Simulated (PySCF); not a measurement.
# Frontier orbitals and the lowest excitations

Compound: C3H9AsSi.
Z-matrix (Å and degrees, PBE0-D3(BJ)/def2-SVP geometry), rows numbered from 1:
```
C 
C   1  1.3353
C   2  1.4927  1  125.66
Si  3  1.8987  2  111.89  1   104.28
As  4  2.3740  3  108.84  2    52.14
H   1  1.0950  2  121.55  3     2.05
H   1  1.0927  2  121.28  3  -178.10
H   2  1.0984  1  118.42  3   177.88
H   3  1.1028  2  111.29  1   -16.29
H   3  1.1037  2  110.99  1  -135.95
H   4  1.4976  3  109.83  2   169.74
H   4  1.4953  3  109.62  2   -70.90
H   5  1.5255  4   92.19  3   -82.09
H   5  1.5256  4   92.11  3  -174.65
```

Theory: TDDFT PBE0/def2-SVPD, vertical, gas phase, core orbitals frozen in the response in PySCF. The PBE0/def2-SVPD calculation is non-relativistic and has no spin–orbit coupling, an omission that weighs most on arsenic.

Frontier orbitals with the atoms that hold most of them (Löwdin shares over 4%, at most four atoms; ? is withheld):

```tsv
orbital	ε (eV)	atoms
HOMO-3	-9.46	Si4 20%, H11 15%, C3 14%, As5 12%
HOMO-2	-8.77	As5 38%, Si4 21%, H13 11%, H11 9%
HOMO-1	-7.38	?
HOMO	-7.25	C1 35%, C2 29%, C3 13%, Si4 8%
LUMO	-0.11	?
LUMO+1	0.13	As5 30%, Si4 29%, H12 10%, H11 5%
LUMO+2	0.27	As5 43%, H13 21%, Si4 17%, H11 7%
```

(1) Which atoms hold the HOMO-1, and with what shares?

(2) Give the leading atoms of the LUMO.

(3) The HOMO–LUMO gap is 7.14 eV. Where does the response calculation put the lowest singlet, and from which orbitals?

Answers

(1) As5 (bonded to Si and 2 H) 63%; Si4 (bonded to As, C and 2 H) 16%; H14 (bonded to As) 6%; H13 (bonded to As) 6%. By element: arsenic 63%, silicon 16%, hydrogen 12% or more.

(2) C1 (bonded to C and 2 H) 25%; C2 (bonded to 2 C and H) 23%; As5 (bonded to Si and 2 H) 10%; Si4 (bonded to As, C and 2 H) 9%. By element: carbon 47% or more, arsenic 10%, silicon 9%.

(3) S1 is at 6.19 eV (f = 0.010), 0.95 eV below the gap, made of HOMO-1→LUMO (84%), HOMO-1→LUMO+3 (9%). Its leading pair isn't HOMO and LUMO; the energies of that pair differ by 7.27 eV. Without the coupling terms of the response equations the lowest excitation would equal the gap.

Next come S2 at 6.33 eV (f 0.061), HOMO-1→LUMO+2 (84%); S3 at 6.35 eV (f 0.016), HOMO→LUMO+1 (68%), HOMO→LUMO (24%); S4 at 6.50 eV (f 0.117), HOMO→LUMO (37%), HOMO→LUMO+1 (22%), HOMO→LUMO+3 (14%); S5 at 6.59 eV (f 0.014), HOMO→LUMO+2 (82%).

One conformer stands for the species.
